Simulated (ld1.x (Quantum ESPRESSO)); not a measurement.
# Which change was made? (Cr, ultrasoft)

- Element: chromium (Cr)
- Generator: ld1.x (Quantum ESPRESSO) 7.5
- Type: ultrasoft
- Functional: PBE
- Relativity: scalar-relativistic
- Frozen core: [Ne]
- Valence charge: 14
- Reference configuration: 3s2 3p6 3d4 4s0 4p0 (charge +2)
- Partial waves: 3s (bound): rcut 1.35, rcutus 1.45 bohr; 4s (bound, empty): rcut 1.35, rcutus 1.45 bohr; 3p (bound): rcut 1.75, rcutus 1.95 bohr; 4p (bound, empty): rcut 1.75, rcutus 1.95 bohr; 3d (bound): rcut 1.55, rcutus 1.95 bohr; 3d channel at -0.55 Ry: rcut 1.55, rcutus 1.95 bohr
- Local potential: all-electron potential smoothed inside 1.90 bohr (lloc = -1)
- Core correction: none
- Augmentation charge: PSQ, radius 1.30 bohr

Cutoffs, loose and tight: the cutoffs (Ry, on a coarse ladder) from which the occupation-weighted sum of valence levels, in a spherical-Bessel basis at the reference potential, stays within 10 and 1 mRy of its value at 400 Ry. They do not see the model core or the augmentation charge, which bear on the density cutoff. Test errors are all-electron minus pseudo excitation energies from the reference, over the configurations 3s2 3p6 3d5 4s1 4p0; 3s2 3p6 3d5 4s0 4p0; 3s2 3p6 3d3 4s0 4p0; 3s2 3p6 3d6 4s0 4p0; 3s1 3p6 3d5 4s1 4p0; 3s2 3p6 3d5 4s0 4p1; 3s2 3p6 3d4 4s1 4p1; variants that change the core or the reference have their own tests. The largest error is taken over the tests solved by every variant that gives reliable tests at all, those not shown here included: 3s1 3p6 3d5 4s1 4p0; 3s2 3p6 3d3 4s0 4p0; 3s2 3p6 3d5 4s0 4p0; 3s2 3p6 3d5 4s1 4p0.

The base gives: outcome: generated; cutoff, loose: 30 Ry; cutoff, tight: 50 Ry; bound ghosts: none; largest test error (meV): +35.

**Question.** After one change the result is: outcome: failed: chargeps: negative rho. Which change was it?
A. waves 3p (bound): rcut 1.34, rcutus 1.42 bohr; 4p (bound): rcut 1.34, rcutus 1.42 bohr
B. augmentation built from norm-conserving waves at rcut, not smoothed further
C. type TM; waves now 3s (bound): rc 1.45 bohr; 3p (bound): rc 1.95 bohr; 3d (bound): rc 1.95 bohr; local potential the d channel
D. all radii scaled by about 0.76 (s 1.10, p 1.48, d 1.48 bohr, rcut 1.02/1.34/1.18); local potential all-electron potential smoothed inside 1.44 bohr (lloc = -1); augmentation PSQ, radius 1.00 bohr

**Answer.** D. The others give: waves 3p (bound): rcut 1.34, rcutus 1.42 bohr; 4p (bound): rcut 1.34, rcutus 1.42 bohr → outcome: failed: find_q: problem finding q | augmentation built from norm-conserving waves at rcut, not smoothed further → outcome: failed: run_pseudo: Errors in PS-KS equation | type TM; waves now 3s (bound): rc 1.45 bohr; 3p (bound): rc 1.95 bohr; 3d (bound): rc 1.95 bohr; local potential the d channel → outcome: generated; cutoff, loose: 70 Ry; cutoff, tight: 100 Ry; bound ghosts: none; largest test error (meV): +518.
